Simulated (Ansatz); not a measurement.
Geometry optimisation, RKS PBE0-D4/def2-SVP in Ansatz 0.2.0.

The input (input.yaml):

```yaml
crystal:
  periodic: [false, false, false]
  atoms:
    - { symbol: Al, position_ang: [0.092124, 1.040296, 0.447914] }
    - { symbol: Si, position_ang: [1.660989, -2.213591, 0.624988] }
    - { symbol: O, position_ang: [-0.654927, 1.033445, -1.0871] }
    - { symbol: Si, position_ang: [-1.087099, 1.126867, -2.669886] }
    - { symbol: C, position_ang: [-0.991763, 0.844766, 2.051607] }
    - { symbol: H, position_ang: [1.516691, -0.765527, 0.567039] }
    - { symbol: H, position_ang: [1.625634, 1.167508, 0.479565] }
    - { symbol: H, position_ang: [0.323125, -2.854397, 0.801667] }
    - { symbol: H, position_ang: [2.280835, -2.682921, -0.648128] }
    - { symbol: H, position_ang: [2.536484, -2.552055, 1.784759] }
    - { symbol: H, position_ang: [-2.314613, 1.965678, -2.824482] }
    - { symbol: H, position_ang: [0.005845, 1.734885, -3.491293] }
    - { symbol: H, position_ang: [-1.376635, -0.237432, -3.211409] }
    - { symbol: H, position_ang: [-2.067329, 0.981649, 1.858269] }
    - { symbol: H, position_ang: [-0.686579, 1.570616, 2.824836] }
    - { symbol: H, position_ang: [-0.862782, -0.159586, 2.491654] }
basis:
  gaussian: { orbitals: def2-SVP }
hamiltonian:
  xc: pbe0
  dispersion: d4
relax:
  f_tol: 0.03
  max_steps: 50
```

Command:

```bash
$ ansatz run input.yaml --threads 4 --pin off --max-ram 5120MiB --backend cpu --events-out ev --progress --plain --runs-dir out
```

Task: Where does it end, and by what steps?

Result: It converged. After 21 steps the energy has fallen by 0.330 eV; H9 moved furthest, 1.41 Å.

```csv
step,energy less start (eV),largest force component (eV/Å),accepted
0,0.0000,1.008,yes
1,-0.1174,0.302,yes
2,-0.1636,0.269,yes
3,-0.1907,0.294,yes
4,-0.2042,0.143,yes
5,-0.2093,0.082,yes
6,-0.2132,0.066,yes
7,-0.2235,0.115,yes
8,-0.2356,0.190,yes
9,-0.2486,0.242,yes
10,-0.2622,0.278,yes
11,-0.2713,0.294,yes
12,-0.2827,0.265,yes
13,-0.2952,0.213,yes
14,-0.3065,0.228,yes
15,-0.3147,0.172,yes
16,-0.3211,0.109,yes
17,-0.3247,0.100,yes
18,-0.3270,0.137,yes
19,-0.3287,0.055,yes
20,-0.3295,0.032,yes
21,-0.3299,0.028,yes
```

```xyz
16
Properties=species:S:1:pos:R:3
Al 0.317 1.125 0.716
Si 1.138 -1.879 0.054
O -0.301 0.665 -0.826
Si -0.751 0.565 -2.402
C -0.824 0.880 2.277
H 1.351 -0.676 0.947
H 1.660 1.974 0.718
H -0.311 -2.206 0.015
H 1.698 -1.572 -1.288
H 1.910 -2.978 0.705
H -1.987 1.370 -2.651
H 0.329 1.066 -3.309
H -1.037 -0.861 -2.757
H -1.527 0.041 2.148
H -1.429 1.786 2.461
H -0.235 0.700 3.193
```

Whether the end is a true minimum wasn't checked by a vibrational analysis.

The run took 99 s on 4 threads of Arm Neoverse N1 (shared host), peak memory 0.36 GiB.
